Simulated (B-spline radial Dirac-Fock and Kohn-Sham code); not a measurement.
# Tl 4f7/2: cross section and angular parameters

System: the free thallium atom, configuration [Xe] 4f14 5d10 6s2 6p1; threshold 117.8 eV (tabulated edge). Level of theory: Dirac-Hartree-Slater photoionisation with a Latter tail; cross sections with all multipoles, angular parameters from the dipole term and its interference with E2; an atomic code on a B-spline grid.

Input of the calculation (task.json; shells as n, l, electrons):

```json
{"items": [{
  "Z": 81,
  "q": 0,
  "cfg": [[1, 0, 2], [2, 0, 2], [2, 1, 6], [3, 0, 2], [3, 1, 6], [3, 2, 10], [4, 0, 2], [4, 1, 6], [4, 2, 10], [4, 3, 14], [5, 0, 2], [5, 1, 6], [5, 2, 10], [6, 0, 2], [6, 1, 1]],
  "A": 205,
  "rrms": 5.4759,
  "do": "xps",
  "hv": [100, 160.0, 182.0, 200, 237.0, 300, 390.0, 407.0, 425.0, 451.0, 480.0, 545.0, 600, 687.0, 1090.0, 1180.0, 1230.0, 1253.6, 1360.0, 1490.0, 1830.0, 2720.0, 4000, 6000, 6030.0, 7300.0, 9450.0, 9940.0, 11600.0, 12000],
  "edges": {"K": 85530.0, "L1": 15347.0, "L2": 14698.0, "L3": 12658.0, "M1": 3704.0, "M2": 3416.0, "M3": 2957.0, "M4": 2485.0, "M5": 2389.0, "N1": 846.2, "N2": 720.5, "N3": 609.5, "N4": 405.7, "N5": 385.0, "N6": 122.2, "N7": 117.8, "O1": 136.0, "O2": 94.6, "O3": 73.5}
}]}
```

Command: `python xray2_run.py task.json out`

For linearly polarised light dσ/dΩ = σ/(4π) [1 + β P₂(cos θ) + (δ + γ cos²θ) sin θ cos φ], with θ from the polarisation vector and φ the angle between the beam and the projection of the electron momentum on the plane normal to the polarisation.

```tsv
hν (eV)	σ (kb)	β	γ	δ
160	314	1.697	0.011	0.003
182	604	1.154	0.013	0.006
200	991	0.729	0.006	0.007
237	1900	0.343	-0.002	0.009
300	2780	0.273	-0.008	0.012
390	2680	0.397	-0.010	0.017
407	2590	0.424	-0.010	0.018
425	2490	0.451	-0.010	0.019
451	2330	0.490	-0.010	0.021
480	2150	0.531	-0.009	0.023
545	?	?	?	?
600	1500	0.673	-0.002	0.030
687	1150	0.753	0.007	0.035
1090	380	0.959	0.085	0.058
1180	306	0.983	0.109	0.062
1230	272	0.994	0.122	0.065
1253.6	258	0.999	0.129	0.066
1360	204	1.017	0.159	0.072
1490	155	1.033	0.198	0.078
1830	82.2	1.054	0.302	0.095
2720	21.9	1.038	0.562	0.135
4000	5.47	0.966	0.864	0.192
6000	1.15	0.855	1.191	0.279
6030	1.13	0.854	1.195	0.280
7300	0.523	0.796	1.344	0.334
9450	0.180	0.717	1.534	0.421
9940	0.146	0.701	1.568	0.440
11600	0.0753	0.654	1.669	0.504
12000	0.0651	0.644	1.690	0.519
```

Q: Give the values at 545 eV.

A: σ = 1780 kb, β = 0.614, γ = -0.007, δ = 0.026.
